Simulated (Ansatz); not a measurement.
Start from `O[Si](O)([SiH3])Br` and change one atom or group to get `O[Si](O)(Br)Br`.

Ansatz, PBE0-D4/def2-TZVP geometries, multiplicity 1. Each molecule was computed in one conformer, which needn't be the lowest.

Scalar relativity is left out up to krypton.

```csv
property,`O[Si](O)([SiH3])Br`
size of the dipole moment (B3LYP/def2-TZVPP) / D,1.16
HOMO energy (ωB97M-V/def2-TZVPP) / eV,-10.20
HOMO–LUMO gap (PBE/def2-TZVPP) / eV,6.02
HOMO–LUMO gap (ωB97M-V/def2-TZVPP) / eV,11.92
"ideal-gas entropy at 298 K and 1 bar (rigid rotor, harmonic PBE0-D4/def2-TZVP) / J/(mol·K)",392
LUMO energy (B3LYP/def2-TZVPP) / eV,-0.24
```

Q: What does the change do to each property? (Estimate.)

A: Computed: 
```
                                                                                  property  `O[Si](O)(Br)Br`  shift
                                          size of the dipole moment (B3LYP/def2-TZVPP) / D              1.90   0.74
                                                     HOMO energy (ωB97M-V/def2-TZVPP) / eV            -10.63  -0.43
                                                       HOMO–LUMO gap (PBE/def2-TZVPP) / eV              5.98  -0.04
                                                   HOMO–LUMO gap (ωB97M-V/def2-TZVPP) / eV             12.22   0.30
ideal-gas entropy at 298 K and 1 bar (rigid rotor, harmonic PBE0-D4/def2-TZVP) / J/(mol·K)               374    -18
                                                       LUMO energy (B3LYP/def2-TZVPP) / eV             -0.50  -0.26
```

With PBE0 the HOMO falls by 0.30 eV and the LUMO falls by 0.14 eV, so the gap widens by about 0.16 eV. PBE moves the HOMO by -0.18 eV and ωB97M-V by -0.43 eV. The zero-point energy changes by -62.4 kJ/mol with -9 modes. Dipoles are sizes alone; their direction can turn.

B3LYP here is the variant with VWN-RPA as its local correlation; programs differ in this.

Spin–orbit coupling is left out; it splits and shifts lone-pair levels of the heavy atoms by tenths of an eV.
